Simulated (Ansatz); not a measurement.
Gas-phase electronic energies from Ansatz, PBE0-D4/def2-TZVP geometries. CBS: MP2 limit from def2 TZ/QZ plus the TZ coupled-cluster correction, frozen cores. This one scheme is used for every species. Each species was taken in one conformer, which may not be the lowest.

Consider the formal exchange of groups at the Al–S bond: `C[O][Al]([SH])[SH]` + ethane → `C[CH2][Al]([SH])[O]C` + H₂S.

`C[O][Al]([SH])[SH]`:

```xyz
10

C    -0.362   -0.978    1.583
O     0.441   -0.451    0.566
Al    0.195    0.493   -0.797
S    -1.809    1.180   -1.301
S     1.907    1.001   -2.035
H    -0.279   -2.069    1.596
H    -0.031   -0.600    2.555
H    -1.421   -0.720    1.460
H    -1.378    1.825   -2.400
H     2.738    0.319   -1.226
```

`CC`:

Cartesian coordinates in Å:
```
C -0.721 0.076 -0.226
C 0.721 -0.076 0.226
H -0.786 0.605 -1.180
H -1.203 -0.896 -0.356
H -1.310 0.639 0.502
H 0.786 -0.605 1.180
H 1.203 0.896 0.356
H 1.310 -0.640 -0.502
```

`C[CH2][Al]([SH])[O]C`:

Z-matrix (Å, degrees):
```
C
C 1 1.529
H 1 1.094 2 111.9
H 1 1.093 2 111.8 3 -120.2
H 1 1.093 2 111.8 3 120.2
Al 2 1.945 1 114.9 3 180.0
H 2 1.097 1 110.5 3 57.8
H 2 1.097 1 110.5 3 -57.8
O 6 1.684 2 120.5 1 180.0
S 6 2.194 2 119.8 1 0.0
C 9 1.393 6 138.3 2 179.9
H 10 1.344 6 93.5 2 180.0
H 11 1.095 9 110.3 6 120.3
H 11 1.098 9 112.8 6 -0.2
H 11 1.095 9 110.3 6 -120.6
```

H₂S:

```xyz
3

S     0.205    0.522    0.264
H     0.541   -0.152   -0.846
H    -0.745   -0.370    0.582
```

| species | CCSD(T)/CBS(def2) energy (Eh) |
| --- | --- |
| `C[O][Al]([SH])[SH]` | -1153.93753 |
| `CC` | -79.71954 |
| `C[CH2][Al]([SH])[O]C` | -834.63801 |
| H₂S | -398.97279 |

**Question.** Work out ΔE.

**Answer.** ΔE = (-834.63801) + (-398.97279) − (-1153.93753) − (-79.71954) = 0.04627 Eh = +1.26 eV.

Largest T1 diagnostic among the species: 0.012.

In def2-TZVPP, CCSD(T) changes the Hartree–Fock value by −0.14 eV (the triples alone add −0.01 eV) and MP2 by −0.11 eV. From PBE to PBE0 (25 % exact exchange), in def2-TZVPP and without D4, ΔE moves by +0.04 eV.
